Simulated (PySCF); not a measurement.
Isomers of C2H9FO2Si2, one GFN2-xTB conformer each. Single-point energies are computed at PBE0/pcSseg-1 (PySCF, gas phase, no added dispersion term), electronic only.

Question: Rank them by PBE0/pcSseg-1 energy, lowest first (kJ/mol).
A. `[CH3:1][O:2][Si@@H:3]([CH3:4])[O:5][SiH2:6][F:7]` with C1–O2–Si3–C4 -164°, O2–Si3–O5–Si6 -43°, Si3–O5–Si6–F7 -18°
B. `[F:1][SiH2:2][O:3][CH2:4][O:5][CH2:6][SiH3:7]` with F1–Si2–O3–C4 -60°, Si2–O3–C4–O5 -170°, O3–C4–O5–C6 -67°, C4–O5–C6–Si7 178°
C. `[OH:1][SiH:2]([OH:3])[C@H:4]([SiH3:5])[CH2:6][F:7]` with H–O1–Si2–O3 32°, O1–Si2–O3–H 163°, O1–Si2–C4–Si5 -60°, Si2–C4–C6–F7 58°
D. `[CH3:1][O:2][C@H:3]([F:4])[SiH2:5][SiH2:6][OH:7]` with C1–O2–C3–F4 -65°, O2–C3–Si5–Si6 -38°, C3–Si5–Si6–O7 -170°, Si5–Si6–O7–H 180°
E. `[CH3:1][O:2][CH2:3][Si@@H:4]([F:5])[O:6][SiH3:7]` with C1–O2–C3–Si4 -174°, O2–C3–Si4–F5 -89°, C3–Si4–O6–Si7 -13°
F. `[OH:1][SiH2:2][O:3][SiH2:4][CH2:5][CH2:6][F:7]` with H–O1–Si2–O3 -38°, O1–Si2–O3–Si4 -28°, Si2–O3–Si4–C5 21°, O3–Si4–C5–C6 70°, Si4–C5–C6–F7 -64°
G. `[CH3:1][O:2][SiH2:3][O:4][SiH2:5][CH2:6][F:7]` with C1–O2–Si3–O4 179°, O2–Si3–O4–Si5 45°, Si3–O4–Si5–C6 -164°, O4–Si5–C6–F7 -177°
H. `[CH3:1][CH2:2][O:3][SiH2:4][O:5][SiH2:6][F:7]` with C1–C2–O3–Si4 178°, C2–O3–Si4–O5 178°, O3–Si4–O5–Si6 41°, Si4–O5–Si6–F7 97°
I. `[CH3:1][CH2:2][O:3][Si@@H:4]([F:5])[O:6][SiH3:7]` with C1–C2–O3–Si4 -52°, C2–O3–Si4–F5 68°, O3–Si4–O6–Si7 -70°

Answer: A (0.0), I (29.9), H (43.4), F (165.3), E (183.9), C (256.9), G (259.6), B (330.5), D (471.4).

As drawn, the lowest has an Si–F bond, which the highest lacks; the highest has an O–H bond and an Si–Si bond, which the lowest lacks. Neighbours under 10 kJ/mol apart (O[SiH](O)[C@H]([SiH3])CF and CO[SiH2]O[SiH2]CF) can change places with a better method, another conformer or zero-point energy. GFN2-xTB itself gives, in the same order: 41.4, 11.0, 0.0, 192.4, 202.4, 368.9, 228.6, 326.7, 533.7. GFN2-xTB puts CCO[SiH2]O[SiH2]F lowest instead; measured from each level's own lowest isomer, the values differ by up to 112.0 kJ/mol (O[SiH](O)[C@H]([SiH3])CF: 368.9 against 256.9).

Which frontier levels, dipoles and rotational constants go with these structures?

| SMILES | HOMO (eV, PBE0/pcSseg-1) | LUMO (eV) | dipole (D) | A, B, C (MHz) |
| --- | --- | --- | --- | --- |
| CO[Si@@H](C)O[SiH2]F | -8.17 | 0.88 | 1.45 | 2287, 1149, 943.8 |
| CCO[Si@@H](F)O[SiH3] | -8.62 | 0.46 | 1.55 | 3782, 892.7, 803.2 |
| CCO[SiH2]O[SiH2]F | -8.26 | 0.76 | 2.86 | 4010, 705.8, 638.8 |
| O[SiH2]O[SiH2]CCF | -8.29 | 0.87 | 3.02 | 2262, 1295, 901.6 |
| COC[Si@@H](F)O[SiH3] | -7.85 | 0.41 | 3.27 | 1787, 1552, 937.7 |
| O[SiH](O)[C@H]([SiH3])CF | -8.01 | 0.84 | 1.06 | 2027, 1442, 1076 |
| CO[SiH2]O[SiH2]CF | -8.13 | 0.36 | 3.39 | 5548, 611.9, 588.1 |
| F[SiH2]OCOC[SiH3] | -8.19 | 0.78 | 0.22 | 6119, 555.0, 553.8 |
| CO[C@H](F)[SiH2][SiH2]O | -7.94 | -0.44 | 2.67 | 3251, 888.9, 722.5 |

As an exercise, what shares would exp(−E/RT) give at 2000 K from these electronic energies alone (no entropy, no degeneracies)?

RT = 16.629 kJ/mol: CO[Si@@H](C)O[SiH2]F 80.7 %, CCO[Si@@H](F)O[SiH3] 13.4 %, CCO[SiH2]O[SiH2]F 5.9 %, O[SiH2]O[SiH2]CCF under 0.1 %, COC[Si@@H](F)O[SiH3] under 0.1 %, O[SiH](O)[C@H]([SiH3])CF under 0.1 %, CO[SiH2]O[SiH2]CF under 0.1 %, F[SiH2]OCOC[SiH3] under 0.1 %, CO[C@H](F)[SiH2][SiH2]O under 0.1 %.
